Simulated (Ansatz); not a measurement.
Reactions of `C[SiH](O)Br`.

Gas-phase electronic energies from Ansatz, PBE0-D4/def2-TZVP geometries. CCSD(T)/CBS adds triple-zeta CCSD(T) − MP2 to the extrapolated MP2 energy (def2 sets, frozen cores). This one scheme is used for every species, atoms too. No spin–orbit coupling; open shells (•) take unrestricted orbitals. Spin–orbit coupling would lower the free atoms: a little for C, O, Si; clearly for Br. Elements past krypton have def2 core potentials. For Br, I, V outer-core shells are correlated without core-valence functions, so the limit isn't a true one: a few kJ/mol of doubt a bond, and 10 to 20 or more in all where bonds break to atoms. Scalar relativity is left out up to krypton. Each species was taken in one conformer, which may not be the lowest.

Order these by ΔE at CCSD(T)/CBS, lowest first. (Estimate.)
A. `C[SiH](O)Br` + `CC(=N)CI` → `C[SiH](O)I` + `CC(=N)CBr`
B. `C[SiH](O)Br` + `[O]=[V]([OH])([OH])[Cl]` → `O[SiH](Cl)Br` + `[CH3][V](=[O])([OH])[OH]`
C. `C[SiH](O)Br` → HBr + `C[Si]O`
D. `C[SiH](O)Br` + `O[SiH2]F` → `C[Si@H](O)[Si@H](O)F` + HBr
E. `C[SiH](O)Br` + HCl → `C[SiH](Cl)Br` + H₂O
F. `C[SiH](O)Br` → Br• + C• + 5 H• + O• + Si•
G. `C[SiH](O)Br` → Br• + `C[SiH]O`•
H. `C[SiH](O)Br` + H–F → `C[SiH](F)Br` + H₂O

H (-39.9 kJ/mol), E (-0.7 kJ/mol), A (+26.4 kJ/mol), B (+68.8 kJ/mol), D (+130.9 kJ/mol), C (+296.0 kJ/mol), G (+447.6 kJ/mol), F (+3256.5 kJ/mol).

Largest T1 diagnostic: 0.032, for `[O]=[V]([OH])([OH])[Cl]`, so its coupled-cluster energy is less sure.
